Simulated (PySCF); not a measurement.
I3Y, SMILES [I][Y-]([I])[I] (connectivity only; charge and spin as stated), charge -1, multiplicity 2.

The structure is a stationary point at PBE0-D3(BJ)/def2-SVPD. The spin state was assumed, not searched. The def2 effective core potentials stand for the cores of I, Y; spin–orbit coupling is left out.

All values below come from PBE/def2-SVPD (PySCF).

Isolated molecule, no solvent. A positive occupied level means that this level leaves the electron formally unbound; only the finite basis holds it.

Q: Estimate the frontier levels, dipole moment and polarisability. (The exact figures need the calculation; the answer reports its results.)

A: 
```
Property                                                              Value
------------------------------------------------  -------------------------
α spin, highest occupied and lowest empty level            0.17 and 1.48 eV
β spin, highest occupied and lowest empty level           -2.76 and 1.35 eV
dipole moment about the centre of nuclear charge                  0.000 e·Å
mean static polarisability                           213.9 bohr³ (31.69 Å³)
polarisability, principal values                  201.1, 220.3, 220.3 bohr³
⟨S²⟩                                                0.752 (pure state 0.75)
```
